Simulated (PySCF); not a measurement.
## C$_{6}$H$_{7}$F: full NMR table

```
Formula                               : C6H7F
SMILES                                : C=C[C@@H]1C=C[C@H]1F
InChI                                 : InChI=1S/C6H7F/c1-2-5-3-4-6(5)7/h2-6H,1H2/t5-,6-/m1/s1
Point group of the computed structure : C1
Degrees of unsaturation               : 3
Carbon signals                        : 6
Proton signals                        : 7
```

Bonds (- single, = double, # triple, : aromatic): C1=C2 1.320 Å, C2-C3 1.489 Å, C3-C4 1.515 Å, C4=C5 1.329 Å, C5-C6 1.505 Å, C6-F7 1.372 Å, C6-C3 1.563 Å. C1 carries H8, H9; C2 carries H10; C3 carries H11; C4 carries H12; C5 carries H13; C6 carries H14. Stereochemistry as in C=C[C@@H]1C=C[C@H]1F. H8 is cis to C3; H9 is trans to C3.

Computed data (PySCF 2.14): σ from GIAO-PBE0/pcSseg-1, coordinates at the GFN2-xTB level. In vacuum, one conformer, non-relativistic Hamiltonian.

Scale: TMS for ¹H and ¹³C; CFCl3 for ¹⁹F (reference shieldings calculated alike).

| carbon | δC, type | δH (multiplicity) | HMBC from (2–3 bonds) | span of the C tensor (ppm) |
| --- | --- | --- | --- | --- |
| C1 | 123.3, CH2 | H8 5.61 (m); H9 5.38 (m) | H10, H11 | 208 |
| C2 | 147.1, CH | 5.95 (m) | H12, H8, H9, H14, H11 | 227 |
| C3 | 61.0, CH | 3.46 (m) | H12, H13, H10, H8, H9, H14 | 30 |
| C4 | 153.9, CH | 6.62 (m) | H13, H10, H14, H11 | 239 |
| C5 | 146.7, CH | 6.49 (m) | H12, H14, H11 | 215 |
| C6 | 95.5, CH | 5.11 (m) | H12, H13, H10, H11 | 73 |

Other nuclei:
```
atoms  nucleus                environment  δ (ppm)  σ (ppm)
   F7      ¹⁹F  fluorine on an sp3 carbon   -198.4    369.3
```

- Carbon types of the structure: 5 × CH, 1 × CH2, which accounts for all hydrogens.
- δC 153.9, 147.1, 146.7: alkene CH; an sp2 carbon of a C=C bond.
- δC 123.3: terminal =CH2 carbon; the olefinic region.
- δC 95.5: allylic sp3 CH bonded to F; the inductive effect lowers its shielding.
- δC 61.0: allylic sp3 CH.
- δH 6.62, 6.49, 5.95: hydrogen on an alkene CH; attached to an sp2 carbon and in the plane of the double bond.

Splittings by ¹⁹F in the carbon and heteronuclear signals aren't shown, as no couplings were computed. Shifts are as computed. Against solution values, carbons near 30 ppm lie about +3 ppm off and those near 130 ppm about +5 ppm. Of 1309 compounds with measured shifts, 239 miss one by over three times the rms of a fit or turn the order of signals round; such compounds aren't used in these exercises. Unscaled 19F shifts against computed CFCl3 carry errors that often reach 10 to 50 ppm. Multiplicities follow the n + 1 count of equivalent neighbours, as no J values were calculated; m marks all less simple cases, F and P coupling included.
